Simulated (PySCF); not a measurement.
Geometries of 3 isomers of C5H6O2, from PBE0-D3(BJ)/def2-SVP geometry optimisation, gas phase in PySCF. One conformer each, no zero-point energy, no frequencies.

Question: Which is lowest in electronic energy at this level?
A.
```xyz
13
angstrom
C     -3.014   -0.317    0.337
C     -1.840    0.297    0.228
O     -0.677   -0.419    0.276
C      0.497    0.248    0.142
O      0.575    1.438   -0.008
C      1.631   -0.699    0.205
C      2.885   -0.255    0.103
H     -3.080   -1.399    0.467
H     -3.934    0.268    0.296
H     -1.703    1.373    0.095
H      1.387   -1.756    0.336
H      3.076    0.814   -0.027
H      3.739   -0.936    0.147
```
B.
```xyz
13
angstrom
C      1.957   -0.004   -0.081
C      0.561    0.354   -0.554
C     -0.371   -0.813   -0.685
C     -1.424   -0.622    0.112
C     -1.252    0.676    0.809
O     -1.962    1.219    1.602
O     -0.071    1.208    0.384
H      2.463   -0.642   -0.821
H      2.553    0.908    0.059
H      1.908   -0.543    0.876
H      0.623    0.897   -1.516
H     -0.172   -1.664   -1.339
H     -2.289   -1.263    0.273
```
C.
```xyz
13
angstrom
C     -3.220   -0.110    0.438
C     -1.802   -0.121    0.140
C     -0.615   -0.128   -0.111
C      0.782   -0.169   -0.489
O      1.190   -0.558   -1.553
O      1.568    0.283    0.493
C      2.956    0.279    0.211
H     -3.709   -1.018    0.053
H     -3.705    0.759   -0.033
H     -3.399   -0.053    1.523
H      3.451    0.675    1.105
H      3.181    0.910   -0.662
H      3.310   -0.741   -0.001
```

Answer: B. That is `C[C@H]1C=CC(=O)O1` (2-penten-4-olide), 27.0 kcal/mol below the next.

```
           SMILES                          atoms numbered as above      E (Eh)  relative (kcal/mol)  relative (kJ/mol)  dipole (D)
C[C@H]1C=CC(=O)O1  [CH3:1][C@H:2]1[CH:3]=[CH:4][C:5](=[O:6])[O:7]1  -343.95584                  0.0                0.0        4.90
     C=COC(=O)C=C   [CH2:1]=[CH:2][O:3][C:4](=[O:5])[CH:6]=[CH2:7]  -343.91274                 27.0              113.2        1.56
      CC#CC(=O)OC      [CH3:1][C:2]#[C:3][C:4](=[O:5])[O:6][CH3:7]  -343.89036                 41.1              171.9        2.24
```

As drawn, the lowest has a C=C bond outside aromatic rings, which the highest lacks; the highest has a C≡C bond, which the lowest lacks.
